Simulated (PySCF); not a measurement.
C₂H₅Se₂, SMILES [CH2][Se][Se]C, multiplicity 2. Atoms are numbered in the order given.

```xyz
9

C      2.1225    -0.0692     0.8138
Se     0.9848    -0.3471    -0.6143
Se    -0.9942     0.6341     0.1543
C     -1.8664    -0.9510     0.8793
H      3.1914     0.0156     0.6050
H      1.7325     0.0364     1.8274
H     -2.8586    -0.6233     1.2235
H     -1.9840    -1.7129     0.0988
H     -1.2976    -1.3521     1.7274
```
Charge 0, spin multiplicity 2.

Geometry: PBE0-D3(BJ)/def2-SVP. The isomer is the one that the SMILES or the coordinates give; other isomers of the formula were not compared. Other conformers were not sampled.

These are PySCF with TDA-ωB97X/def2-SVPD values and carry that method's errors.

Vertical excitations. Gas-phase values at a fixed geometry.

Computed lowest excited states:
```json
[
 {"state": "root 1", "energy (eV)": "2.81", "λ (nm)": "441", "f": "0.006", "main pairs": "α HOMO→LUMO 88 %"},
 {"state": "root 2", "energy (eV)": "3.26", "λ (nm)": "380", "f": "0.000", "main pairs": "α HOMO−1→LUMO 18 %, β HOMO→LUMO 59 %, β HOMO→LUMO+1 15 %"},
 {"state": "root 3", "energy (eV)": "3.95", "λ (nm)": "314", "f": "0.005", "main pairs": "α HOMO−1→LUMO 65 %, β HOMO→LUMO 20 %, β HOMO−1→LUMO 7 %"},
 {"state": "root 4", "energy (eV)": "3.99", "λ (nm)": "310", "f": "0.033", "main pairs": "α HOMO−1→LUMO 6 %, β HOMO−1→LUMO 84 %"},
 {"state": "root 5", "energy (eV)": "4.65", "λ (nm)": "267", "f": "0.003", "main pairs": "α HOMO→LUMO+2 48 %, α HOMO→LUMO+3 12 %, α HOMO→LUMO+10 11 %"},
 {"state": "root 6", "energy (eV)": "4.87", "λ (nm)": "254", "f": "0.017", "main pairs": "α HOMO−2→LUMO 6 %, β HOMO−1→LUMO+1 49 %, β HOMO→LUMO+1 22 %"},
 {"state": "root 7", "energy (eV)": "4.91", "λ (nm)": "253", "f": "0.008", "main pairs": "α HOMO→LUMO+2 6 %, α HOMO−2→LUMO 5 %, β HOMO→LUMO+1 37 %, β HOMO−1→LUMO+1 23 %, β HOMO→LUMO 7 %"},
 {"state": "root 8", "energy (eV)": "5.04", "λ (nm)": "246", "f": "0.003", "main pairs": "α HOMO−3→LUMO 10 %, α HOMO−2→LUMO 9 %, α HOMO→LUMO+1 8 %, β HOMO−2→LUMO 40 %, β HOMO−1→LUMO+1 8 %"},
 {"state": "root 9", "energy (eV)": "5.19", "λ (nm)": "239", "f": "0.001", "main pairs": "α HOMO−1→LUMO+1 20 %, α HOMO→LUMO+1 9 %, α HOMO−2→LUMO 6 %, β HOMO→LUMO+2 18 %, β HOMO→LUMO+1 7 %"},
 {"state": "root 10", "energy (eV)": "5.43", "λ (nm)": "228", "f": "0.001", "main pairs": "α HOMO→LUMO+1 31 %, α HOMO→LUMO+3 10 %, α HOMO→LUMO+2 9 %, α HOMO→LUMO+4 8 %, β HOMO→LUMO+2 13 %"}
]
```
Unrestricted roots are not spin-pure.
